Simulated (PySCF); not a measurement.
CH10O2Si3, SMILES C[SiH](O[SiH3])O[SiH3].

Coordinates come from a B3LYP-D3(BJ)/def2-SVP optimisation. One conformer was computed; it need not be the lowest.

All values below come from TDA-PBE/def2-SVPD run with PySCF 2.14.0.

Vertical excitations. Isolated molecule, no solvent.

Question: List the lowest excited states. (An estimate is asked for; the answer gives what the named calculation found.)

Answer: 
```json
[
 {"state": "S1", "energy (eV)": "6.11", "λ (nm)": "203", "f": "0.003", "main pairs": "HOMO→LUMO 99 %"},
 {"state": "S2", "energy (eV)": "6.45", "λ (nm)": "192", "f": "0.000", "main pairs": "HOMO−1→LUMO 96 %"},
 {"state": "S3", "energy (eV)": "6.50", "λ (nm)": "191", "f": "0.003", "main pairs": "HOMO→LUMO+1 94 %"},
 {"state": "S4", "energy (eV)": "6.69", "λ (nm)": "185", "f": "0.001", "main pairs": "HOMO−2→LUMO 97 %"},
 {"state": "S5", "energy (eV)": "6.84", "λ (nm)": "181", "f": "0.004", "main pairs": "HOMO−1→LUMO+1 97 %"},
 {"state": "S6", "energy (eV)": "6.96", "λ (nm)": "178", "f": "0.022", "main pairs": "HOMO→LUMO+2 96 %"},
 {"state": "T1", "energy (eV)": "5.97", "λ (nm)": "208", "f": "0", "main pairs": "HOMO→LUMO 99 %"},
 {"state": "T2", "energy (eV)": "6.24", "λ (nm)": "199", "f": "0", "main pairs": "HOMO−1→LUMO 99 %"}
]
```
Triplets are in the Tamm–Dancoff approximation.
